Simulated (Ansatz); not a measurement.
The lowest singlet and triplet of O3 (SMILES O=[O+][O-]); geometries from B3LYP-D3(BJ)/def2-TZVP, each state relaxed from the structure named, with no frequency check.
Singlet (charge 0, multiplicity 1):
| atom | x (Å) | y (Å) | z (Å) |
|---|---|---|---|
| O | -1.0705 | -0.2409 | 0.0000 |
| O | -0.0106 | 0.4284 | 0.0000 |
| O | 1.0811 | -0.1875 | 0.0000 |

A positive gap puts the triplet lower; no zero-point energy. R- takes a restricted singlet. U- takes an unrestricted singlet (broken symmetry where lower, unprojected). The triplet is unrestricted in single-reference levels. Active spaces average the two states.

Cores are frozen in the correlated methods.

Codes used: Ansatz (an electronic-structure program). Each number belongs to the level named beside it.

```tsv
level	gap E(singlet) − E(triplet), vertical, at the singlet's geometry (eV)
U-SVWN5/def2-TZVPP	…
R-PBE/def2-TZVPP	-1.453
U-PBE/def2-TZVPP	-1.453
R-CCSDT(Q)/cc-pVDZ	-1.884
SA-CASSCF(12,9)/cc-pVDZ	-1.891
SC-NEVPT2 on SA-CASSCF(12,9)/cc-pVDZ	-1.879
SC-NEVPT2 on SA-CASSCF(12,9)/cc-pVTZ	-1.911
SC-NEVPT2 on SA-CASSCF(12,9)/cc-pVQZ	-1.916
FIC-NEVPT4(SD) on SA-CASSCF(12,9)/cc-pVDZ	-1.865
```

**Question.** What belongs in the gaps?

**Answer.** 
- U-SVWN5/def2-TZVPP, gap E(singlet) − E(triplet), vertical, at the singlet's geometry (eV): -1.527

Doubts at one or more of the structures used: other coupled-cluster roots lie near (R-CCSDT(Q)/cc-pVDZ); a restricted determinant that unrestricted orbitals would lower (R-CCSDT(Q)/cc-pVDZ).
